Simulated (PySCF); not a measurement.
CHCl2, charge +1, multiplicity 1. Atoms are numbered in the order given.

```xyz
4

Cl     0.0000    -1.4326     0.1569
C      0.0000     0.0000    -0.6062
Cl     0.0000     1.4326     0.1569
H      0.0000     0.0000    -1.6977
```
Charge +1, spin multiplicity 1.

Geometry optimised at r2SCAN-D4/def2-TZVP. The spin state was assumed, not searched. The isomer is the one that the SMILES or the coordinates give; other isomers of the formula were not compared.

The numbers are results of SMD-M06-2X/def2-SVP (PySCF), not measurements.

Solvation free energies are E(SMD) − E(gas) at the gas-phase geometry, for 1 M in both phases.

```csv
solvent,ΔG(solv) (kcal/mol),its non-electrostatic (CDS) part
water,-59.7,2.4
benzene,-35.5,-1.3
methanol,(withheld),(withheld)
```

Q: Complete the blanks. (The exact figures need the calculation; the answer reports its results.)

A: 
- methanol, ΔG(solv) (kcal/mol): -61.4
- methanol, its non-electrostatic (CDS) part: -0.6
